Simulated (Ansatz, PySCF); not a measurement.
Potential energy curve for GaMg (anion, charge -1), lowest singlet found (which spin is the ground state isn't settled by this scan).

UKS-PBE = unrestricted PBE/aug-cc-pVDZ run with Ansatz (a program for electronic structure); RKS-PBE = restricted PBE/aug-cc-pVDZ in Ansatz; UKS-B3LYP/6-31G* = unrestricted B3LYP/6-31G*, spherical d in PySCF 2.14.0; RKS-B3LYP/6-31G* = restricted B3LYP/6-31G*, spherical d run with PySCF 2.14.0; UKS-B3LYP/LANL2DZ = unrestricted B3LYP/LANL2DZ, with its core potentials past Ne in PySCF; RKS-B3LYP/LANL2DZ = restricted B3LYP/LANL2DZ, with its core potentials past Ne (PySCF); UKS-LDA (SVWN5)/6-31G* = unrestricted LDA (SVWN5)/6-31G*, spherical d (PySCF 2.14.0); RKS-LDA (SVWN5)/6-31G* = restricted LDA (SVWN5)/6-31G*, spherical d (PySCF 2.14.0).

Scanned distances (Å): 1.91, 2.03, 2.19, 2.30, 2.42, 2.50, 2.57, 2.67, 2.72, 2.85, 2.95.

Question: Where does the unrestricted solution first break spin symmetry (<S²> of 0.01 or more)?

Answer: UKS-PBE: already at 1.91 Å; UKS-B3LYP/6-31G*: already at 1.91 Å; UKS-B3LYP/LANL2DZ: already at 1.91 Å; UKS-LDA (SVWN5)/6-31G*: already at 1.91 Å.

```csv
R / Å,<S²> UKS-PBE,E(RKS-PBE) − E(UKS-PBE) / eV,<S²> UKS-B3LYP/6-31G*,E(RKS-B3LYP/6-31G*) − E(UKS-B3LYP/6-31G*) / eV,<S²> UKS-B3LYP/LANL2DZ,E(RKS-B3LYP/LANL2DZ) − E(UKS-B3LYP/LANL2DZ) / eV,<S²> UKS-LDA (SVWN5)/6-31G*,E(RKS-LDA (SVWN5)/6-31G*) − E(UKS-LDA (SVWN5)/6-31G*) / eV
1.91,1.01,0.542,1.00,0.564,1.00,0.515,1.00,0.512
2.03,1.01,0.509,1.00,0.536,1.00,0.490,1.00,0.487
2.19,1.01,0.472,1.00,0.505,1.00,0.463,1.00,0.458
2.30,1.01,0.450,1.00,0.486,1.00,0.448,1.00,0.441
2.42,1.01,0.430,1.00,0.469,1.00,0.433,1.00,0.425
2.50,1.01,0.418,1.00,0.459,1.00,0.426,1.00,0.415
2.57,1.01,0.408,1.00,0.452,1.00,0.419,1.00,0.408
2.67,1.01,0.397,1.00,0.442,1.00,0.412,1.00,0.398
2.72,1.01,0.392,1.00,0.438,1.00,0.409,1.00,0.393
2.85,1.01,0.380,1.00,0.430,1.00,0.402,1.00,0.383
2.95,1.01,0.373,1.00,0.424,1.00,0.397,1.00,0.377
```
